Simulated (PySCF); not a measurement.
**Energy of V²⁺ (vanadium, charge +2) between two integer charges**

The 3d alpha orbital of [Ar] 3d3 is emptied in steps (occupation f), with all orbitals relaxed, ending at [Ar] 3d2. All numbers are calculated (PySCF 2.14, no relativity, point nucleus, in def2-SVP (5s3p2d1f, 31 functions)). The exact energy is a straight line in f; departures are measured from the line between the end points of the same method.

```json
{"f": "1", "TPSS (eV)": "0.000"}
{"f": "0.8", "TPSS (eV)": "-1.255"}
{"f": "0.6", "TPSS (eV)": "-1.902"}
{"f": "0.4", "TPSS (eV)": "-1.922"}
{"f": "0.2", "TPSS (eV)": "-1.293"}
{"f": "0", "TPSS (eV)": "0.000"}
```

| method | E(f=0) − E(f=1) (eV) | −ε at f=1 (eV) | −ε at f=0.4 (eV) |
| --- | --- | --- | --- |
| TPSS | 30.558 | 22.803 | 32.066 |

Orbital energy along the path (eV):

```
  f     TPSS
  1  -22.803
0.8  -25.785
0.6  -28.874
0.4  -32.066
0.2  -35.349
  0  -38.711
```

Reference removal energy between the ground levels: 29.311 eV (measured; NIST Atomic Spectra Database, ionization energies). The calculation has no spin-orbit coupling. The determinant left behind need not be the lowest term of the ion.
